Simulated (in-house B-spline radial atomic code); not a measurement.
Radial electron density of Pt IX (Pt8+), [Kr] 4d10 4f14 5s2 5p5 5d2 5g1. Method: Dirac-Hartree-Fock, average of configuration, Fermi nucleus of rms radius 5.427 fm. Calculated with a radial B-spline atomic code at the basis-set limit.

Columns: r (bohr), 4πr²n(r) (electrons per bohr), bar.

```
0.000504    3.471 #
0.000632    4.955 ##
0.000792    7.023 ##
0.000992    9.875 ###
 0.00124    13.73 ####
 0.00156    19.07 ######
 0.00195    25.91 ########
 0.00244    34.71 ###########
 0.00306    45.74 ##############
 0.00384    58.84 ##################
 0.00481    73.29 #######################
 0.00602    87.92 ###########################
 0.00754    100.9 ###############################
 0.00945    109.8 ##################################
  0.0118    112.6 ###################################
  0.0148    109.2 ##################################
  0.0186    102.5 ################################
  0.0233    99.42 ###############################
  0.0292    106.3 #################################
  0.0366    123.4 ######################################
  0.0458    140.6 ###########################################
  0.0574    143.1 ############################################
  0.0719    127.8 #######################################
  0.0901    113.3 ###################################
   0.113    119.9 #####################################
   0.141      134 #########################################
   0.177    122.1 ######################################
   0.222    87.21 ###########################
   0.278    72.69 ######################
   0.348    84.08 ##########################
   0.436    81.89 #########################
   0.547    55.48 #################
   0.685    31.19 ##########
   0.858    19.82 ######
    1.08    12.82 ####
    1.35    6.335 ##
    1.69    2.161 #
    2.12   0.7233 
    2.65   0.4863 
    3.32    0.354 
    4.16   0.1519 
    5.21  0.03069 
    6.53 0.002357 
    8.18 5.446e-05 
    10.2 3.124e-07
```

On this grid the curve has 4 maxima, near 0.0118, 0.0574, 0.141, 0.348 bohr.

The 5g9/2 radial function P(r) = rR(r), positive near the nucleus, with its small component Q(r) (sign convention: Q ≈ (P' + κP/r)/2c):

```csv
r (bohr),P,Q
0.141,0.0006921,-2.576e-05
0.222,0.003137,-9.739e-05
0.348,0.01148,-0.0002778
0.547,0.03672,-0.0006127
0.858,0.1107,-0.001231
1.35,0.3024,-0.00247
2.12,0.5997,-0.004221
3.32,0.5932,-0.004006
5.21,0.175,-0.001169
8.18,0.007369,-4.898e-05
```
